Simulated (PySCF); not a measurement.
These compounds are isomers of formula C$_{6}$H$_{11}$PSi.

A. SMILES [SiH3]CP1C=CCC=C1
B. `InChI=1S/C6H11PSi/c1-5-7-6-8(2,3)4/h1,6H,2-4H3`
C. `Cc1cc([SiH3])c(C)[pH]1`

Spectrum 1. 1H NMR (400 MHz, computed): δ 6.97 (m, 1H), 4.92 (m, 1H), 4.30 (s, 3H), 2.39 (m, 3H), 2.37 (m, 3H). 13C{1H} NMR (computed): δ 169.2 (C), 152.9 (C), 150.0 (CH), 145.9 (C), 20.8 (CH3), 19.9 (CH3).

Spectrum 2. 1H NMR (400 MHz, computed): δ 11.07 (m, 1H), 3.64 (m, 1H), 0.19 (s, 9H). 13C{1H} NMR (computed): δ 231.8 (CH), 111.5 (CH), 96.0 (C), 2.4 (CH3).

Spectrum 3. 1H NMR (400 MHz, computed): δ 6.53 (m, 2H), 6.25 (m, 2H), 3.82 (m, 3H), 2.90 (m, 2H), 0.85 (m, 2H). 13C{1H} NMR (computed): δ 136.9 (CH), 136.9 (CH), 33.1 (CH2), 4.2 (CH2).

[PySCF 2.14.0 with density-fitted response routines: GIAO PBE0/pcSseg-1 shieldings; GFN2-xTB geometry; rapidly exchanging positions averaged; a single conformation; no solvent; non-relativistic]

References, each an isolated molecule treated in the same way: 1H (31.72 ppm) and 13C (186.93 ppm) vs TMS. Splittings of carbon signals by F and P are missing where no couplings were computed. Where no couplings were computed, multiplicities follow the n + 1 count of equivalent neighbours, and m marks all less simple cases (inequivalent or close neighbours, rings, F or P nearby). Shifts are as computed. Against solution values, carbons near 30 ppm lie about +3 ppm off and those near 130 ppm about +5 ppm. Of 1211 compounds with measured shifts, 218 miss one by over three times the rms of a fit or turn the order of signals round; such compounds aren't used in these exercises.

Which spectrum belongs to which compound?

## Answers

1–C, 2–B, 3–A.

- Spectrum 1 (C): 6 13C signals; δC 20.8 is a methyl carbon on an unsaturated ring; δC 19.9 is a methyl carbon on an unsaturated ring.
- Spectrum 2 (B): 4 13C signals; δC 96.0 is an alkyne carbon; δC 2.4 is a methyl carbon bonded to Si.
- Spectrum 3 (A): 4 13C signals; δC 136.9 is an alkene CH; δC 136.9 is an alkene CH.
